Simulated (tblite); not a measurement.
Compound: C4H3N2O (doublet state).
Cartesian coordinates in Å at the GFN2-xTB level; atoms count from 1:
```xyz
10
C4H3N2O angstrom
N     -1.373    1.554    1.542
C     -1.377    0.674    0.783
C     -1.366   -0.376   -0.092
O     -0.263   -1.051   -0.474
C      0.979   -0.575    0.008
C      1.372    0.664   -0.645
N      1.651    1.628   -1.187
H     -2.275   -0.755   -0.531
H      0.946   -0.404    1.094
H      1.715   -1.353   -0.225
```

Computed geometry: GFN2-xTB, gas phase. This method treats the open shell by occupation alone, without spin polarisation.

Take the most abundant isotopes and a rigid rotor. The values belong to one conformer with, in the numbering `[N:1]#[C:2][CH:3][O:4][CH2:5][C:6]#[N:7]`, C2–C3–O4–C5 -4°, C3–O4–C5–C6 -73°.

Task: What are A, B and C (MHz)?

Result: Ia = 124.35, Ib = 218.95, Ic = 301.77 u·Å²; 505379 MHz·u·Å²/I gives A = 4064, B = 2308, C = 1675 MHz.

Task: Classify the top.

Result: An asymmetric top: κ = (2 × 2308 − 4064 − 1675)/(4064 − 1675) = -0.47.

Task: Is it planar, by Δ = Ic − Ia − Ib?

Result: Not planar: Δ = Ic − Ia − Ib = -41.53 u·Å². For a rigid frame Δ = −2 Σ m c², so Σ m c² = 20.77 u·Å² lies off the ab plane: 5.43 from hydrogen and 15.34 from heavier atoms. The atom farthest from that plane is 1.60 Å away.

Task: Give the other two planar moments, Paa and Pbb, and the rms extents of the mass along the axes.

Result: Paa = Σ m a² = (Ib + Ic − Ia)/2 = 198.18 and Pbb = Σ m b² = (Ia + Ic − Ib)/2 = 103.59 u·Å². With the mass M = 95.02 u, the rms extents √(P/M) along a, b and c are 1.44, 1.04, 0.47 Å.

Task: List the rotational levels J(Ka,Kc) to J = 5 (MHz).

Result: Above 0(0,0):
J = 1: 1(0,1) 3983, 1(1,1) 5739, 1(1,0) 6372
J = 2: 2(0,2) 11806, 2(1,2) 13071, 2(1,1) 14972, 2(2,1) 20239, 2(2,0) 20382
J = 3: 3(0,3) 23226, 3(1,3) 23989, 3(1,2) 27769, 3(2,2) 32188, 3(2,1) 32860, 3(3,1) 42632, 3(3,0) 42653
J = 4: 4(0,4) 38026, 4(1,4) 38419, 4(1,3) 44614, 4(2,3) 48007, 4(2,2) 49808, 4(3,2) 58798, 4(3,1) 58939, 4(4,1) 73103, 4(4,0) 73106
J = 5: 5(0,5) 56118, 5(1,5) 56300, 5(1,4) 65274, 5(2,4) 67606, 5(2,3) 71210, 5(3,3) 79026, 5(3,2) 79554, 5(4,2) 93334, 5(4,1) 93356, 5(5,1) 111696, 5(5,0) 111696
Those of J = 1 are B + C, A + C and A + B.

Task: Estimate the classical rotational partition function at 10 K, 100 K and 298.15 K.

Result: Point group C1, symmetry number σ = 1; q = (√π/σ)·√((kT/h)³/(ABC)), k/h = 20836.6 MHz/K: 1350 at 10 K, 42500 at 100 K, 219000 at 298.15 K.

For this open shell read J as N, the rotation without spin; fine and hyperfine splittings come on top. Its GFN2-xTB frequencies are all real (lowest 36 cm⁻¹). Constants of a rigid frame at the computed geometry: no zero-point averaging, no centrifugal distortion.
